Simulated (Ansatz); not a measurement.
Reaction (ligand exchange at a B–O bond): `COB(C)F` + `C=N` → `C=NB(C)F` + CH₃OH

Isolated molecules relaxed with PBE0-D4/def2-TZVP in Ansatz; ΔE leaves out vibrations. CBS: MP2 limit from def2 TZ/QZ plus the TZ coupled-cluster correction, frozen cores. This one scheme is used for every species. Each species was taken in one conformer, which may not be the lowest.

```tsv
species	CCSD(T)/CBS(def2) energy (Eh)
`COB(C)F`	-279.59237
`C=N`	-94.52360
`C=NB(C)F`	-258.47400
CH₃OH	-115.61712
```

Q: Work out ΔE.

A: ΔE = (-258.47400) + (-115.61712) − (-279.59237) − (-94.52360) = 0.02485 Eh = +65.2 kJ/mol.

Largest T1 diagnostic among the species: 0.013.

Leaving LDA and LC-ωPBE aside and taking each functional with its dispersion term where it has one, the values, not all of them listed here, spread over 12.8 kJ/mol, from PBE-D4 to ωB97X-V. At CCSD(T), def2-SVP lies +5.7 kJ/mol from the extrapolated value and def2-TZVPP +2.8 kJ/mol. From PBE to PBE0 (25 % exact exchange), in def2-TZVPP and without D4, ΔE moves by +4.7 kJ/mol.
